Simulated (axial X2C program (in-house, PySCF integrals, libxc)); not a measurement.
## HgC: cheaper levels and CCSD(T), 2c

All values were computed with an in-house relativistic program for diatomic molecules. Two-component (2c) means X2C with spin–orbit coupling and atomic mean-field two-electron Coulomb and Gaunt terms. Basis: Hg dyall-cv3z [13s14p9d6f4g], C dyall-v3z [7s6p2d1f] (cores contracted in-house); Gaussian nuclei, density fitting, unrestricted open shells. Masses: Hg 201.971 u, C 12.000 u.

State: Ω = 1 (⟨Sz⟩ = 1.00, ⟨Lz⟩ = 0.00 at HF); fragments Hg + C.

| level | Re (Å) | ωe (cm⁻¹) | De (eV) |
| --- | --- | --- | --- |
| PBE0 | 2.128 | 394.5 | 0.833 |
| B3LYP | 2.172 | 349.4 | 0.636 |
| B97-3 | 2.171 | 355.2 | 0.622 |
| TPSS | 2.123 | 409.3 | 0.996 |

Correlated methods: 16 electrons correlated (number of frozen shells: Hg 5 s, 4 p, 2 d, 1 f; C 1 s), 262 virtual spin orbitals or spinors in MP2, 140 natural virtuals in coupled cluster.

CCSD(T), same Hamiltonian and basis:

Re = 2.241 Å, ωe = 255.2 cm⁻¹, De = 0.38 eV; T1 = 0.048 (Lee–Taylor normalisation).

Task: Give the differences from CCSD(T) in the columns below.

Result: 

| level | ΔRe (Å) | Δωe (cm⁻¹) | ΔDe (eV) |
| --- | --- | --- | --- |
| PBE0 | -0.113 | 139.3 | 0.45 |
| B3LYP | -0.069 | 94.2 | 0.26 |
| B97-3 | -0.070 | 100.0 | 0.24 |
| TPSS | -0.118 | 154.1 | 0.62 |

Occupations by symmetry block were frozen at the best pattern of an incomplete PBE0 search. De is counted from the lowest determinant-based energies of the atoms at the same level, without counterpoise correction. Density functionals use the spin component along the axis (collinear). Coupled cluster ran in a truncated set of natural virtual spinors; the MP2 energy of the rest was added. (T) has no such correction and the atoms are truncated less, which lowers De at CCSD(T) by a hundredth of an eV or more. In 2c an atomic determinant is not the ground J level, so De misses part of the atomic spin–orbit lowering. This holds for PBE0, B3LYP, B97-3, TPSS, CCSD(T). Without a current term, density functionals place determinants with orbital angular momentum somewhat too high. With several unpaired electrons one determinant need not be a pure state. Open-shell Ω = 0 determinants with evenly filled partner blocks cannot be reached by this program, so the Ω shown need not be the lowest component. This is the Ω = 1 component of a π² triplet; the 0⁺ component is not one determinant and can lie lowest. The determinant is spin-polarised beyond a pure state at some levels (its spin-free form has ⟨S²⟩ too high), which makes Re and μ there less reliable. The T1 diagnostic is large, a sign of multireference character. The levels of this run spread widely (ωe from 255 to 409 cm⁻¹), so these constants depend on the method.
